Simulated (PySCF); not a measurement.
**Excitation energy of S+ by level of theory**

S+ [Ne] 3s2 3p3 (4S) → S+ [Ne] 3s1 3p4 (4P), as a difference of total energies. Calculation: PySCF 2.14, in aug-cc-pV(D+d)Z; the non-relativistic Hamiltonian (point nucleus). Correlated levels: valence: [Ne] frozen. The calculations carry no spin-orbit coupling.

```tsv
method	excitation energy (eV)
UHF	10.461
MP2 (valence)	10.388
SCS-MP2 (valence)	10.369
CCSD (valence)	9.866
CCSD(T) (valence)	9.793
CCSDT (valence)	9.755
```

Task: How much does correlation contribute at CCSD(T) (valence)?

Result: 9.793 − (10.461) = -0.668 eV, measured against UHF.

Errors of the correlated levels include the incompleteness of this basis and the frozen core.

The coupled-cluster amplitudes are large for the upper state (T1 above 0.03 or a double amplitude above 0.15), so a single reference is strained.

For comparison: 9.870 eV (measured; NIST levels, between the centres of gravity of the two terms).
